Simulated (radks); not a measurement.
The numbers below are computed, except where a source is named.
Coulomb parameter of the 3d shell of the cobalt ion Co3+ in the model configuration [Ar] 3d4.5 4p1.5, as a second difference U = [E(n + 0.5) + E(n - 0.5) - 2 E(n)] / (0.5)^2 with all orbitals relaxed. "Bare": the charge of the atom changes with n. "Screened": the 4p shell takes up the change at fixed total charge, which measures U(3d,3d) + U(4p,4p) - 2 U(3d,4p). Level of theory: scalar-relativistic Kohn-Sham, PBEsol, spin-unpolarised, spherical densities, finite nucleus; Fermi nuclear charge, rms radius 3.7875 fm (a radial shooting solver on a logarithmic mesh with Libxc functionals).

case              configuration  E - E(n) (eV)
start          [Ar] 3d4.5 4p1.5          0.000
bare +0.5        [Ar] 3d5 4p1.5        -26.775
bare -0.5        [Ar] 3d4 4p1.5         32.038
screened +0.5      [Ar] 3d5 4p1        -13.992
screened -0.5      [Ar] 3d4 4p2         15.663

U(bare) = 21.048 eV, U(screened by 4p) = 6.682 eV, against the Slater integral F0(3d,3d) = 28.817 eV with frozen orbitals.
